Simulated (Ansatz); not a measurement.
Ansatz (a first-principles code) input (CCSD(T)/STO-3G):

Ansatz 0.2 input:
```yaml
crystal:
  periodic: [false, false, false]
  atoms:
    - {symbol: O, position_ang: [-0.11546626, 1.91950608, -0.09919814]}
    - {symbol: B, position_ang: [-0.03737514, 0.62132270, -0.03210933]}
    - {symbol: Br, position_ang: [1.72154559, -0.15945431, 0.04641532]}
    - {symbol: Br, position_ang: [-1.68981400, -0.36805033, -0.01915441]}
basis:
  gaussian:
    orbitals: STO-3G
magnetization: {spin_polarized: true, initial_magnetization: 1}
correlation: {method: ccsd_t, electrons: outside_noble_gas}
```

Output:

```
Functional definition: HF
integrals: 0.02 GiB planned
496 factors; integrals over basis functions are off by at most 6.1e-5 eV
0.19 GiB of device memory are held for the factors and their scratch space
mean field: 0.22 GiB planned
mean field evaluation 1: about -141159.7018 eV, gradient 2.0e1 eV
mean field evaluation 2: about -141159.7454 eV, gradient 2.0e1 eV
mean field evaluation 4: about -141163.3947 eV, gradient 2.2e0 eV
mean field evaluation 8: about -141163.4989 eV, gradient 6.2e-4 eV
mean field evaluation 16: about -141163.3372 eV, gradient 2.2e0 eV
mean field evaluation 32: about -141162.8259 eV, gradient 1.6e0 eV
mean field evaluation 64: about -141159.6362 eV, gradient 1.3e1 eV
mean field evaluation 96: about -141160.0838 eV, gradient 7.1e-1 eV
mean field evaluation 128: about -141163.4512 eV, gradient 1.3e0 eV
mean field -141163.49630823 eV, -5187.6628052730 hartree, gradient 2.5e-6 eV, S^2 0.765218; 8 other end points of the search recorded, 0 dependent functions left out
determinant -141163.49630823 eV, -5187.6628052730 hartree, with singles and doubles -141166.14073924 eV, -5187.7599863202 hartree
determinant -141162.14626641 eV, -5187.6131921514 hartree, with singles and doubles -141164.64884811 eV, -5187.7051603326 hartree
determinant -141160.09239911 eV, -5187.5377139202 hartree, with singles and doubles -141163.13234328 eV, -5187.6494298079 hartree
30 core orbitals not correlated
reference -141163.49630823 eV, -5187.6628052730 hartree; 12, 11 occupied and 4, 5 virtual orbitals, 496 factors
second order -2.11535596 eV of doubles, -0.00000000 eV of singles
coupled cluster: 0.10 GiB planned
cycle   1  -2.64480963 eV  change   -3.8e-4 eV  update   9.3e-4
cycle   2  -2.64507300 eV  change   -2.6e-4 eV  update   5.9e-4
cycle   3  -2.64545741 eV  change   -3.8e-4 eV  update   3.1e-4
cycle   4  -2.64573141 eV  change   -2.7e-4 eV  update   1.3e-4
cycle   5  -2.64594106 eV  change   -2.1e-4 eV  update   4.1e-5
cycle   6  -2.64601316 eV  change   -7.2e-5 eV  update   1.7e-5
cycle   7  -2.64602612 eV  change   -1.3e-5 eV  update   6.6e-6
perturbative correction -0.12097989 eV, -0.0044459289 hartree
Total energy: -141166.26331424 eV, -5187.7644908684 hartree
```

It need not be the lowest isomer of its formula.
